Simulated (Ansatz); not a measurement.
**Telling isomers of BeFH3OSi apart by their spectra**

These gas-phase data were calculated for one isomer of BeFH3OSi at PBE0-D3(BJ)/def2-SVP (harmonic, unscaled wavenumbers; equilibrium rotational constants with average atomic masses):

| Property | Result |
| --- | --- |
| rotational constants | 16.55, 2.269, 2.042 GHz |
| all wavenumbers above 1500 cm⁻¹ | 3920, 2179, 2169 |
| dipole moment | 1.95 D (PBE0/def2-TZVPD) |

Candidates:

(1) `[BeH][O][SiH2]F`, a singlet
(2) `O[SiH2][Be][F]`, a singlet

Task: Which candidate do the data belong to?

Result: Candidate (2). The band at 3920 cm⁻¹ lies where the O–H stretch is expected; (1) has no mode between 3300 and 4000 cm⁻¹.

The same quantities for all candidates:

```tsv
	rotational constants (GHz)	wavenumbers above 1500 cm⁻¹	dipole (D)	E above the lowest, PBE0-D3(BJ)/def2-SVP (kcal/mol)
(1)	17.07, 3.806, 3.235	2287, 2285, 2223	1.29	0.0
(2)	16.55, 2.269, 2.042	3920, 2179, 2169	1.95	27.9
```

Each candidate is one conformer. Programs: Ansatz 0.2.0.
